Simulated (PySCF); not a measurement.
Geometry (Å), atoms numbered from 1 in this order:
```xyz
15

Si    0.140   -0.047    0.127
N     0.071   -0.053    1.858
H     0.681   -0.653    2.399
H    -0.164    0.791    2.365
N     1.797   -0.186   -0.388
H     2.004   -0.534   -1.317
H     2.468    0.525   -0.118
C    -0.742    1.531   -0.398
H    -0.756    1.627   -1.495
H    -0.245    2.429    0.005
H    -1.787    1.538   -0.047
C    -0.734   -1.527   -0.622
H    -1.796   -1.527   -0.331
H    -0.287   -2.470   -0.270
H    -0.685   -1.520   -1.723
```

How the numbers were obtained: PBE0-D3(BJ)/def2-SVP geometry, PBE0/pcSseg-1 with gauge-including orbitals, in PySCF 2.14 (rapidly exchanging positions averaged, non-relativistic, single conformer, gas phase).

Chemical shifts δ = σref − σ; TMS for ¹³C (σref 184.41) and ¹H (σref 31.27) and ²⁹Si (σref 351.99); ¹⁵N (σref 265.67) against NH3, all at this level.

```json
{"atoms": "H9/H10/H11/H13/H14/H15", "nucleus": "¹H", "count": "6", "δ (ppm)": "?"}
{"atoms": "H3/H4/H6/H7", "nucleus": "¹H", "count": "4", "δ (ppm)": "?"}
{"atoms": "C8/C12", "nucleus": "¹³C", "count": "2", "δ (ppm)": "1.2"}
{"atoms": "N2/N5", "nucleus": "¹⁵N", "count": "2", "δ (ppm)": "26.7"}
{"atoms": "Si1", "nucleus": "²⁹Si", "count": "1", "δ (ppm)": "-7.1"}
```

Question: Estimate the values marked ?.

Answer: 
- H3/H4/H6/H7: 0.12 ppm, hydrogen on a nitrogen bonded to Si
- H9/H10/H11/H13/H14/H15: -0.03 ppm, hydrogen on a carbon bonded to Si

Exchangeable OH/NH protons stand at their gas-phase positions; hydrogen bonding in a real sample shifts them, mostly to higher δ. Shifts are as computed. Against solution values, carbons near 30 ppm lie about +2 ppm off and those near 130 ppm about +5 ppm. Of 1211 compounds with measured shifts, 218 miss one by over three times the rms of a fit or turn the order of signals round; such compounds aren't used in these exercises. Experimental scales use liquid or dissolved standards, which lie at an offset from isolated NH3 (liquid NH3: subtract about 20 ppm).
